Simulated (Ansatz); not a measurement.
Input file for Ansatz (a program for electronic structure): R-CCSD(T)/aug-cc-pVTZ on HF (SMILES F) with ghost functions, monomers drawn apart or pushed together.

Ansatz 0.2 input:
```yaml
crystal:
  periodic: [false, false, false]
  atoms:
    - {symbol: F, position_ang: [-0.04811267, -0.99302390, -0.13729845]}
    - {symbol: H, position_ang: [0.03747627, -0.48044510, 0.64394619]}
basis:
  gaussian:
    orbitals: aug-cc-pVTZ
    ghost_atoms:
      - {symbol: C, position_ang: [0.44464177, 1.93795127, 4.31634080]}
      - {symbol: N, position_ang: [0.33821826, 1.31071900, 3.36723968]}
      - {symbol: H, position_ang: [0.54409855, 2.52394006, 5.20294233]}
magnetization: {spin_polarized: false}
correlation: {method: ccsd_t, electrons: outside_noble_gas}
scf: {lower_state_search: off}
```

The log:

```
WARN ansatz: RAYON_NUM_THREADS=1 ignored (pool sized by the plan → 1); use --threads N
Functional definition: HF
these checks for a lower state are left out or cut short: stability, starts, cluster_reference, orbital_swaps, neighbouring_geometries, increment
integrals: 0.62 GiB planned
1084 factors; integrals over basis functions are off by at most 1.3e-3 eV
mean field: 0.31 GiB planned
mean field evaluation 1: about -2721.7794 eV, gradient 2.5e1 eV
mean field evaluation 2: about -2721.7794 eV, gradient 2.5e1 eV
mean field evaluation 4: about -2722.7575 eV, gradient 1.2e0 eV
mean field evaluation 8: about -2722.7627 eV, gradient 6.0e-5 eV
mean field -2722.76267648 eV, -100.0596828057 hartree, gradient 2.2e-6 eV, S^2 0.000000; 0 other end points of the search recorded, 0 dependent functions left out
1 core orbitals not correlated
reference -2722.76267648 eV, -100.0596828057 hartree; 4, 4 occupied and 179, 179 virtual orbitals, 1084 factors
second order -7.64721515 eV of doubles, -0.00000000 eV of singles
coupled cluster: 1.78 GiB planned
cycle   1  -7.52062480 eV  change    1.3e-1 eV  update   4.8e-2
cycle   2  -7.64804442 eV  change   -1.3e-1 eV  update   1.3e-2
cycle   3  -7.68010123 eV  change   -3.2e-2 eV  update   5.8e-3
cycle   4  -7.67483697 eV  change    5.3e-3 eV  update   9.6e-4
cycle   5  -7.67452659 eV  change    3.1e-4 eV  update   3.1e-4
cycle   6  -7.67463824 eV  change   -1.1e-4 eV  update   7.9e-5
cycle   7  -7.67461285 eV  change    2.5e-5 eV  update   2.5e-5
cycle   8  -7.67460239 eV  change    1.0e-5 eV  update   6.6e-6
cycle   9  -7.67460090 eV  change    1.5e-6 eV  update   2.1e-6
perturbative correction -0.20826790 eV, -0.0076537043 hartree
Total energy: -2730.64554528 eV, -100.3493728909 hartree
Checks for a lower state left out: stability, starts, cluster_reference, orbital_swaps, neighbouring_geometries, increment
```

Self-consistency was reached.

Cost: roughly 17 core-seconds.
